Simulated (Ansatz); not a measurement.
C₂H₂Cl (SMILES C=[C-]Cl), charge -1, singlet, geometry from GFN2-xTB (a gas-phase anion, which may not be bound at this level); PBE0/def2-SVP in Ansatz (a program for electronic structure).

Input for Ansatz:
Ansatz 0.2 input:
```yaml
crystal:
  periodic: [false, false, false]
  atoms:
    - {symbol: C, position_ang: [-0.11782134, 0.97244023, 0.00402460]}
    - {symbol: C, position_ang: [1.20949826, 1.06784053, 0.01132795]}
    - {symbol: Cl, position_ang: [-0.59700984, -0.85895942, -0.00717248]}
    - {symbol: H, position_ang: [1.97685805, 0.28124257, 0.01154024]}
    - {symbol: H, position_ang: [1.62224777, 2.07938296, 0.01827654]}
basis:
  gaussian:
    orbitals: def2-SVP
    final_grid: {core_spheres: 4, valence_spheres: 8, degree: 17}
hamiltonian:
  xc: pbe0
total_charge: -1
```

It wrote (shortened):

```
Functional definition: PBE0
556 factors; integrals over basis functions are off by at most 1.7e-3 eV
mean field evaluation 1: about -14612.8378 eV, gradient 2.9e1 eV
mean field evaluation 2: about -14611.4616 eV, gradient 3.6e1 eV
mean field evaluation 4: about -14615.0546 eV, gradient 2.6e0 eV
mean field evaluation 8: about -14615.0647 eV, gradient 6.0e-2 eV
mean field -14615.06474594 eV, -537.0937229664 hartree, gradient 7.5e-5 eV, S^2 0.000000; 0 other end points of the search recorded, 0 dependent functions left out
reference -14615.06476127 eV, -537.0937235300 hartree; 16, 16 occupied and 40, 40 virtual orbitals, 556 factors
Total energy: -14615.06476127 eV, -537.0937235300 hartree
```
